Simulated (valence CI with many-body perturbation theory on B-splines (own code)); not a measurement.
## Level structure of Yb29+

Computed by valence CI with perturbative core correlation (CI+MBPT): five valence electrons over a frozen Dirac-Fock core [Kr], a basis of 7 s, 7 p, 8 d, 6 f, 4 g, 1 h functions for each j, with the one-electron correlation potential Σ1, the two-electron term Σ2, the three-electron term Σ3, Breit, model QED; selected CI, second order for the rest, scaled by the run's own slope (own B-spline code, finite nucleus).

The last digits are not significant, and no measured levels were compared; by estimate large intervals hold to a few tenths of a per cent, small ones and those within an open d or f shell to about a per cent. The list stops below the first excitations out of the core.

Levels 1 to 37 of 37, with energies above the lowest level, (4d3/2^4 4d5/2) J=5/2. "Leading %" is the weight of the configuration and term that name the level; weights of strongly mixed levels are sums over their largest components and can fall short. In the jj column 3d3/2^4 stands for four electrons in 3d with j = 3/2.

```
No.  Configuration  Term     J  E (cm⁻¹)  Leading %      g  Second component               Leading jj
  1            4d⁵    ⁴P   5/2         0         30  1.453       23 % 4d⁵ ⁶S     4d3/2^4 4d5/2 (85 %)
  2            4d⁵    ⁶S   5/2     70173         38  1.305       23 % 4d⁵ ²F   4d3/2^3 4d5/2^2 (77 %)
  3            4d⁵    ⁴G   7/2    104160         38  1.157       22 % 4d⁵ ⁴D   4d3/2^3 4d5/2^2 (98 %)
  4            4d⁵    ⁴D   3/2    107530         42  1.219       32 % 4d⁵ ⁴P   4d3/2^3 4d5/2^2 (96 %)
  5            4d⁵    ⁴G  11/2    111020         41  1.129       38 % 4d⁵ ²H   4d3/2^3 4d5/2^2 (96 %)
  6            4d⁵    ⁴G   9/2    121050         40  1.148       23 % 4d⁵ ²G   4d3/2^3 4d5/2^2 (91 %)
  7            4d⁵    ⁴D   5/2    126820         36  1.141       20 % 4d⁵ ²D   4d3/2^3 4d5/2^2 (83 %)
  8            4d⁵    ⁴P   1/2    132370         50  1.815       22 % 4d⁵ ⁴D   4d3/2^3 4d5/2^2 (82 %)
  9            4d⁵    ²F   7/2    142660         37  1.097       28 % 4d⁵ ²G   4d3/2^3 4d5/2^2 (93 %)
 10            4d⁵    ²D   5/2    174540         33  1.247       22 % 4d⁵ ⁴G   4d3/2^2 4d5/2^3 (76 %)
 11            4d⁵    ²D   3/2    177380         54  0.785       25 % 4d⁵ ⁴F   4d3/2^3 4d5/2^2 (74 %)
 12            4d⁵    ⁴D   7/2    192850         51  1.217       37 % 4d⁵ ⁴G   4d3/2^2 4d5/2^3 (96 %)
 13            4d⁵    ²I  11/2    197690         53  1.079       44 % 4d⁵ ⁴G   4d3/2^2 4d5/2^3 (96 %)
 14            4d⁵    ⁴G   9/2    202640         52  1.147       39 % 4d⁵ ²G   4d3/2^2 4d5/2^3 (91 %)
 15            4d⁵    ⁴D   1/2    208220         74  0.583       13 % 4d⁵ ²S   4d3/2^2 4d5/2^3 (95 %)
 16            4d⁵    ²I  13/2    213790        100  1.074                    4d3/2^2 4d5/2^3 (100 %)
 17            4d⁵    ⁴P   3/2    214880         52  1.195       32 % 4d⁵ ⁴F   4d3/2^2 4d5/2^3 (94 %)
 18            4d⁵    ²F   5/2    218910         41  1.016       27 % 4d⁵ ⁴D   4d3/2^2 4d5/2^3 (93 %)
 19            4d⁵    ²H   9/2    235950         52  1.109       47 % 4d⁵ ⁴F   4d3/2^2 4d5/2^3 (99 %)
 20            4d⁵    ²G   7/2    240710         61  0.989       34 % 4d⁵ ²F   4d3/2^2 4d5/2^3 (98 %)
 21            4d⁵    ⁴F   5/2    244290         60  1.043       24 % 4d⁵ ²D   4d3/2^2 4d5/2^3 (95 %)
 22            4d⁵    ²D   3/2    250280         88  0.832        5 % 4d⁵ ⁴D   4d3/2^2 4d5/2^3 (74 %)
 23            4d⁵    ²S   1/2    261860         37  1.824       33 % 4d⁵ ⁴P   4d3/2^2 4d5/2^3 (70 %)
 24            4d⁵    ²G   7/2    263140         42  1.050       40 % 4d⁵ ²F   4d3/2^2 4d5/2^3 (90 %)
 25            4d⁵    ²G   9/2    284320         71  1.104       15 % 4d⁵ ²H   4d3/2^2 4d5/2^3 (90 %)
 26            4d⁵    ⁴P   5/2    294430         36  1.248       24 % 4d⁵ ²F     4d3/2 4d5/2^4 (88 %)
 27            4d⁵    ⁴F   7/2    318350         32  1.193       30 % 4d⁵ ²F     4d3/2 4d5/2^4 (97 %)
 28            4d⁵    ²P   3/2    323790         46  1.090       41 % 4d⁵ ²D   4d3/2^2 4d5/2^3 (72 %)
 29            4d⁵    ²H  11/2    326290         59  1.070       26 % 4d⁵ ²I     4d3/2 4d5/2^4 (98 %)
 30            4d⁵    ²D   5/2    328620         67  1.137       21 % 4d⁵ ²F   4d3/2^2 4d5/2^3 (69 %)
 31            4d⁵    ²P   3/2    329820         31  1.045       20 % 4d⁵ ⁴F     4d3/2 4d5/2^4 (67 %)
 32            4d⁵    ²G   9/2    345700         65  1.113       14 % 4d⁵ ²H     4d3/2 4d5/2^4 (89 %)
 33            4d⁵    ²D   5/2    357160         67  1.112       21 % 4d⁵ ²F     4d3/2 4d5/2^4 (68 %)
 34            4d⁵    ²G   7/2    364790         61  0.990       30 % 4d⁵ ²F     4d3/2 4d5/2^4 (93 %)
 35            4d⁵    ²P   1/2    389450         64  1.102       28 % 4d⁵ ²S     4d3/2 4d5/2^4 (81 %)
 36            4d⁵    ²D   3/2    430010         76  0.878       18 % 4d⁵ ²P     4d3/2 4d5/2^4 (90 %)
 37            4d⁵    ²D   5/2    448430         52  1.154       20 % 4d⁵ ²F           4d5/2^5 (84 %)
```

Where two levels of one J and parity lie close, their mixing, g and order are uncertain.

The ionisation energy to 4d⁴ ³P0 of the next ion comes out as 1114.4 eV (NIST: 1114 ± 4 eV (theoretical)). All 37 levels together are meant to be complete up to 905850 cm⁻¹.
